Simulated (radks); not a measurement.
Question: The mean radii <r> (bohr) of the occupied orbitals of an atom or ion are listed with their occupations. Method: scalar-relativistic Kohn-Sham, PBE, spin-polarised, spherical densities, finite nucleus; Fermi nuclear charge, rms radius of each element as measured or else 0.836 A^(1/3) + 0.57 fm; computed with a radial shooting solver on a logarithmic mesh with Libxc functionals.

orbital  occ.      <r>
1s up       1  0.05706
4f up       1   0.7181

Name the element and its charge. Open shells, if any, are filled with parallel spins first.

Answer: Z = 26, iron, charge +24: Fe24+ in 1s1 4f1. The 1s radius gives Z: for a bare nucleus <r> = (2 gamma + 1)/(2Z) with gamma = sqrt(1 - (Z/c)^2), 0.05699 bohr for Z = 26, and screening makes it slightly larger (0.05706 here). The occupations add up to 2, and the charge is Z minus that.
